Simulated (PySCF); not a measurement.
# How methods differ on the ionisation energy of Zr⁺

Zr⁺ [Kr] 4d2 5s1 (4F) → Zr²⁺ [Kr] 4d2 (3F), as a difference of total energies. Computed with PySCF 2.14 in def2-TZVPPD with the def2 core potential (28 electrons) (6s4p3d2f1g, 56 functions), with scalar relativity through the core potential. Correlated levels: valence and next inner shell: nothing frozen outside the core potential. The calculations carry no spin-orbit coupling.

```json
{"method": "UHF", "ionisation energy (eV)": "12.300", "difference from reference (eV)": "-0.830"}
{"method": "MP2 (valence and next inner shell)", "ionisation energy (eV)": "13.020", "difference from reference (eV)": "-0.110"}
{"method": "SCS-MP2 (valence and next inner shell)", "ionisation energy (eV)": "12.804", "difference from reference (eV)": "-0.326"}
{"method": "CCSD (valence and next inner shell)", "ionisation energy (eV)": "12.962", "difference from reference (eV)": "-0.168"}
{"method": "CCSD(T) (valence and next inner shell)", "ionisation energy (eV)": "13.000", "difference from reference (eV)": "-0.130"}
```

Reference: 13.13 eV (measured; NIST Atomic Spectra Database, ionization energies).

The reference lies between the lowest fine-structure levels, while these numbers refer to the centres of the terms.

Errors of the correlated levels include the incompleteness of this basis.
